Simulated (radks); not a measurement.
Task: Valence configurations of Os (all share [Xe]). All-electron calculation, Dirac Kohn-Sham, PBEsol, spin-unpolarised, spherical densities, finite nucleus; open shells are shared between the two j in proportion to 2j + 1; Fermi nuclear charge, rms radius 5.4126 fm. Program: a radial shooting solver on a logarithmic mesh with Libxc functionals. Order these by energy: 4f13.5 5d6 6s2 6p0.5; 4f13 5d7 6s2; 4f13 5d7.5 6s1.5; 4f14 5d7 6s1; 4f13 5d6 6s2 6p1; 4f14 5d6 6s2; 4f12.5 5d7 6s2 6p0.5; 4f12.5 5d6 6s2 6p1.5; 4f14 5d6 6s1 6p1; 4f13.5 5d7 6s1.5.

Result: From the lowest, in eV above it: 4f14 5d6 6s2 0.000; 4f14 5d7 6s1 0.312; 4f14 5d6 6s1 6p1 5.066; 4f13.5 5d7 6s1.5 23.697; 4f13.5 5d6 6s2 6p0.5 26.933; 4f13 5d7.5 6s1.5 49.586; 4f13 5d7 6s2 50.000; 4f13 5d6 6s2 6p1 57.279; 4f12.5 5d7 6s2 6p0.5 82.050; 4f12.5 5d6 6s2 6p1.5 91.171. NIST lists [Xe] 4f14 5d6 6s2 as the ground configuration; this level of theory agrees among the configurations tried. The energies are those of spherical spin-averaged densities, not of single terms.
